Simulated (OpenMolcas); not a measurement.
# Xe²⁺: effect of the level shift or regulariser

```json
{
  "Program": "OpenMolcas",
  "Basis": "ANO-RCC-VTZP [7s6p4d2f1g]",
  "Scalar Hamiltonian": "DKH2, point nucleus",
  "Active space": "4 electrons in 3 orbitals (5p)",
  "State averaging": "2S+1 = 3 even, 3 roots; 2S+1 = 1 even, 6 roots",
  "Spin-orbit coupling": "RASSI with atomic mean-field integrals over the reference wave functions, term energies averaged over their components"
}
```

Methods on the same reference wave functions:
A. CASSCF
B. SS-CASPT2, IPEA 0.25 Eh, imaginary shift 0.1 Eh (closed shells correlated: 4d 5s)
C. SS-CASPT2, IPEA 0.25 Eh, real shift 0.2 Eh (closed shells correlated: 4d 5s)
D. SS-CASPT2, IPEA 0.25 Eh, sigma2 regulariser 0.3 Eh (closed shells correlated: 4d 5s)

Energies in cm-1 above 5s2 5p4 3P2, the measured ground level; measured values from Saloman, J. Phys. Chem. Ref. Data 33, 765 (2004).

| Level | A | B | C | D | Measured |
| --- | --- | --- | --- | --- | --- |
| 5s2 5p4 3P2 | 0.0 | 0.0 | 0.0 | 0.0 | 0.0 |
| 5s2 5p4 3P0 | 8334 | 7890 | 7900 | 7890 | 8130 |
| 5s2 5p4 3P1 | 8485 | 8700 | 8700 | 8700 | 9794 |
| 5s2 5p4 1D2 | 18647 | 16650 | 16680 | 16650 | 17099 |
| 5s2 5p4 1S0 | 39137 | 35250 | 35290 | 35250 | 36103 |

Deviations, from unrounded energies. A percentage is the sum of absolute deviations over the sum of measured energies, with the sign that they share, or ± where signs differ.

```tsv
Against measurement	Levels	A	B	C	D
mean absolute deviation (cm-1)	4	1500	660	640	660
fine structure of the ground term (%)	2	±8.4	-7.4	-7.4	-7.4
other terms of the ground configuration (%)	2	+8.6	-2.4	-2.3	-2.4
```

B, C, D lie about equally close to measurement and A furthest from it. The largest miss of C in the table is 5s2 5p4 3P1, by -1100 cm-1. The ranking rests on the paired levels alone, and a cruder setting can come out closer through cancelling errors.

Among B to D the level of the table that moves most is 5s2 5p4 1S0, by 45 cm-1 (lowest in D, highest in C). Moves below CASPT2's spread within the term are not significant.

The mean deviations of B to D differ by less than CASPT2's widest spread within a term (160 cm-1), so their order carries little weight.

From A to B the spin-free energies of the other terms of 5s2 5p4 shown, above 3P, scale by factors of 0.80 to 0.84.

The lowest spin-free term lies below A's lowest term by 0.575 hartree in B, 0.574 hartree in C, 0.575 hartree in D.

CASPT2 breaks the degeneracy within a term, and the mean is taken; among the terms shown or strongly mixed into the levels shown the widest spread is 160 cm-1 (5s2 5p4 1D, D). With the s shell closed, the reference lacks s² → p² mixing. Measured partners are found by configuration, term and J. A level has none where our copy of the source lacks it or the pairing is in doubt (some pairs that miss far off the trend of their configuration count as doubtful), and it then counts in no deviation. Levels of configurations outside the active space are missing.
